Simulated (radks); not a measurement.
Xe IV, 51 electrons, occupied as [Kr] 4d10 5s2 5p2 4f1 (not the ground configuration). Method: scalar-relativistic Kohn-Sham, BLYP, spin-polarised, spherical densities, finite nucleus; open shells are filled with parallel spins first (spin-orbit coupling, left out, can overturn this in heavy ions); Fermi nuclear charge, rms radius 4.7859 fm; computed with a radial shooting solver on a logarithmic mesh with Libxc functionals.

Normalised radial functions P(r) = r R(r), r in bohr:

```
   r/bohr * 4p down, o 5s down, + 5p down (the largest magnitude, 1.28, reaches the edge; | marks zero, & curves that meet)
0.0009302                             &o
 0.001433                             &o
 0.002207                             &o
 0.003427                             & o
 0.005278                             +*o
  0.00813                             +* o
  0.01252                             |+*o
  0.01945                             | & *
  0.02995                             |o +   *
  0.04614                           o |   +     *
  0.07107                         o   |   +     *
   0.1103                           o |+*
     0.17                  *      +   |   o
   0.2618               *        +    |     o
   0.4033                         o   |  +  *
   0.6262                    o        |        +                 *
   0.9645                           + |     o              *
    1.486              +              |     *            o
    2.288              +              |*           o
    3.553                        +    *  o
    5.473                            +&
     8.43                             &
```

4p down: eigenvalue -173.28 eV, 2 radial nodes at r = 0.118, 0.364 bohr, <r> = 0.765 bohr, 90 % of the charge inside 1.12 bohr. 5s down: eigenvalue -48.928 eV, 4 radial nodes at r = 0.0330, 0.131, 0.349, 0.850 bohr, <r> = 1.75 bohr, 90 % of the charge inside 2.52 bohr. 5p down (empty): eigenvalue -35.706 eV, 3 radial nodes at r = 0.117, 0.351, 0.918 bohr, <r> = 2.03 bohr, 90 % of the charge inside 2.95 bohr.
